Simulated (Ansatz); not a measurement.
C2H6MgS, SMILES C[CH2][Mg][SH]. Atoms are numbered in the order given.

```xyz
10

Mg    -0.0902     0.3611     0.2979
C      0.5187    -1.5801    -0.2329
C      0.7889    -1.8124    -1.7212
H     -0.2533    -2.2871     0.1239
H      1.4218    -1.8255     0.3561
H      1.5868    -1.1567    -2.1085
H     -0.1023    -1.6224    -2.3427
H      1.1047    -2.8488    -1.9382
S     -0.7545     2.5213     0.8347
H     -0.9785     2.2063     2.1313
```
Charge 0, spin multiplicity 1.

Geometry optimised at PBE0-D3(BJ)/def2-SVP. The structure was generated by enumeration; whether it is a known compound was not checked. The values are those of a single conformer.

Two levels are set side by side: PBE-D3(BJ)/def2-SVP (Ansatz, a first-principles code) and PBE0-D3(BJ)/def2-SVP (Ansatz). Each level has its own optimised geometry; the coordinates shown are those of the second. Differences are taken from unrounded values.

```json
[
 {"quantity": "mean bond length (Å)", "PBE0-D3(BJ)": "1.426"},
 {"quantity": "bond Mg1–C2 (Å)", "PBE0-D3(BJ)": "2.103"},
 {"quantity": "bond Mg1–S9 (Å)", "PBE0-D3(BJ)": "2.323"},
 {"quantity": "bond C2–C3 (Å)", "PBE0-D3(BJ)": "1.530"},
 {"quantity": "bond C2–H4 (Å)", "PBE0-D3(BJ)": "1.106"},
 {"quantity": "bond C2–H5 (Å)", "PBE0-D3(BJ)": "1.106"},
 {"quantity": "bond C3–H6 (Å)", "PBE0-D3(BJ)": "1.103"},
 {"quantity": "bond C3–H7 (Å)", "PBE0-D3(BJ)": "1.103"},
 {"quantity": "bond C3–H8 (Å)", "PBE0-D3(BJ)": "1.105"},
 {"quantity": "bond S9–H10 (Å)", "PBE0-D3(BJ)": "1.353"}
]
```

What does PBE-D3(BJ) give, and how far is it from PBE0-D3(BJ)? (Estimate from the structure and the level; the computed values follow.)


```tsv
quantity	PBE-D3(BJ)	PBE-D3(BJ) minus PBE0-D3(BJ)
mean bond length (Å)	1.435	0.010
bond Mg1–C2 (Å)	2.116	0.014
bond Mg1–S9 (Å)	2.336	0.013
bond C2–C3 (Å)	1.538	0.008
bond C2–H4 (Å)	1.114	0.008
bond C2–H5 (Å)	1.114	0.008
bond C3–H6 (Å)	1.111	0.008
bond C3–H7 (Å)	1.111	0.008
bond C3–H8 (Å)	1.114	0.009
bond S9–H10 (Å)	1.365	0.012
```

GGA bonds tend to be longer and softer than those of functionals with exact exchange. Differences between two approximate levels are no errors against the true value.
